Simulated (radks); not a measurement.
Results of a calculation; reference values are marked as such.
The lanthanum anion La- inside a hard spherical wall (all orbitals vanish at R), configuration held at [Xe] 5d2 6s2 and not refilled when levels cross. Code: a radial shooting solver on a logarithmic mesh with Libxc functionals. Model: scalar-relativistic Kohn-Sham, PBE, spin-unpolarised, spherical densities, point nucleus. Eigenvalues in eV, with the zero of energy where the potential of the charges vanishes at infinity; a dash marks a level that is unbound or too diffuse for the functional's potential to be trusted. A positive occupied level is held by the wall or, in an anion where self-interaction has pushed it up, behind a barrier. The pressure on the wall is -dE/dV.

R (bohr),E (hartree),kinetic (hartree),e(5s),e(5p),e(6s),e(5d),"e(6p, empty)","e(7s, empty)",pressure (GPa)
20,-8493.3034,8984.316,-33.531,-17.091,0.361,1.608,1.730,2.000,0.000925
15,-8493.3015,8984.322,-33.288,-16.851,0.518,1.813,2.060,3.028,0.00889
12,-8493.2956,8984.349,-32.877,-16.446,0.800,2.158,2.543,4.587,0.0646
10,-8493.2805,8984.415,-32.207,-15.788,1.292,2.716,3.305,6.889,0.306
8,-8493.2264,8984.624,-30.707,-14.330,2.550,3.976,5.148,12.072,1.81
7,-8493.1536,8984.877,-29.352,-13.030,3.910,5.164,7.088,17.239,4.94
6,-8492.9953,8985.397,-27.305,-11.095,6.448,7.091,10.648,26.265,15.2
5,-8492.6097,8986.665,-24.045,-8.052,11.783,10.522,17.903,43.533,57.0
3.5,-8489.9724,8995.799,-12.290,3.602,40.526,25.593,53.413,118.68,803
2.5,-8478.9962,9030.699,15.747,35.350,128.18,67.711,151.30,304.45,9000
